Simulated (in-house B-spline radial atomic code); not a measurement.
## Ionising K⁷⁺ with different functionals

Computed with a radial B-spline atomic code at the basis-set limit: scalar-relativistic (spin-free X2C) Hamiltonian, Fermi nucleus of rms radius 3.4349 fm, spin-polarised at highest spin, spherical fractional occupations for the functionals, and exact exchange of hybrids averaged over the configuration. The ionisation energy is the difference of two self-consistent energies, [Ne] 3s2 → [Ne] 3s1, without Breit or QED terms; ε is the level of the shell that loses the electron (its least bound occupied spin orbital).

```csv
method,rung,ΔSCF (eV),-ε(3s) (eV)
PBE0,global hybrid,154.59,147.86
B3LYP,global hybrid,?,?
TPSSh,global hybrid,154.38,146.72
BHandHLYP,global hybrid,154.51,149.91
r2SCAN0,global hybrid,153.75,148.04
B97-1,global hybrid,154.95,147.47
HSE06,range-separated hybrid,154.63,147.52
wB97X,range-separated hybrid,153.79,150.67
CAM-B3LYP,range-separated hybrid,154.93,149.61
LC-wPBE,range-separated hybrid,?,?
```

Question: What does B3LYP give?

Answer: ΔSCF 154.95 eV, and -ε(3s) = 147.67 eV.

Question: What does LC-wPBE give?

Answer: ΔSCF 154.86 eV, and -ε(3s) = 151.19 eV.

Question: Among the functionals, which spreads more, the ΔSCF values or the orbital energies?

Answer: The orbital energies: ΔSCF values span about 1.20 eV and the orbital energies 4.47 eV.

Question: How do they compare with the NIST value?

Answer: NIST lists 154.87 eV ± 0.05 (semi-empirical, ground level to ground level). Errors run from -1.12 to +0.08 eV; LC-wPBE is closest (-0.01 eV), but part of that can be cancellation, since the calculations leave out Breit-QED terms, the near-degeneracy of s² and p².
